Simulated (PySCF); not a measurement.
Geometry:
| atom | x (Å) | y (Å) | z (Å) |
| --- | --- | --- | --- |
| C1 | -1.035 | 0.648 | 2.204 |
| O2 | -0.927 | 0.740 | 0.809 |
| Si3 | -0.003 | -0.146 | -0.188 |
| O4 | -0.228 | -1.704 | 0.235 |
| C5 | 1.825 | 0.331 | -0.139 |
| C6 | 2.832 | -0.513 | -0.230 |
| F7 | 2.645 | -1.845 | -0.376 |
| O8 | -0.423 | 0.246 | -1.702 |
| C9 | -1.708 | 0.382 | -2.251 |
| H10 | -1.206 | -0.384 | 2.510 |
| H11 | -1.879 | 1.267 | 2.510 |
| H12 | -0.124 | 1.015 | 2.682 |
| H13 | 0.361 | -2.378 | -0.100 |
| H14 | 2.087 | 1.370 | -0.027 |
| H15 | 3.888 | -0.282 | -0.202 |
| H16 | -2.326 | 1.023 | -1.622 |
| H17 | -2.190 | -0.593 | -2.344 |
| H18 | -1.597 | 0.830 | -3.239 |

[PySCF: GFN2-xTB geometry; σ from GIAO-PBE0/pcSseg-1; in vacuum; no relativistic terms; equivalent nuclei averaged; one computed conformer]

Q: List the cross peaks expected in HSQC, COSY and HMBC spectra.

A: 

HSQC (one-bond C–H):
```
                            δH            δC
                    7.07 (H15)    169.2 (C6)
                    4.82 (H14)    109.3 (C5)
3.92 (H10/H11/H12/H16/H17/H18)  52.7 (C1/C9)
```

COSY cross peaks (H two or three bonds apart, from the bond graph; peaks can be absent where the dihedral angle is near 90°):
```
        δH          δH
7.07 (H15)  4.82 (H14)
```

HMBC (two and three bonds, from the bond graph):
```
        δH          δC
7.07 (H15)  109.3 (C5)
4.82 (H14)  169.2 (C6)
```

References, each an isolated molecule treated in the same way: TMS for ¹H (31.72 ppm), ¹³C (186.93 ppm).

OH/NH shifts are gas-phase values; hydrogen bonding in solution moves them, usually downfield. Shifts are as computed. Against solution values, carbons near 30 ppm lie about +3 ppm off and those near 130 ppm about +5 ppm. Of 1309 compounds with measured shifts, 239 miss one by over three times the rms of a fit or turn the order of signals round; such compounds aren't used in these exercises.
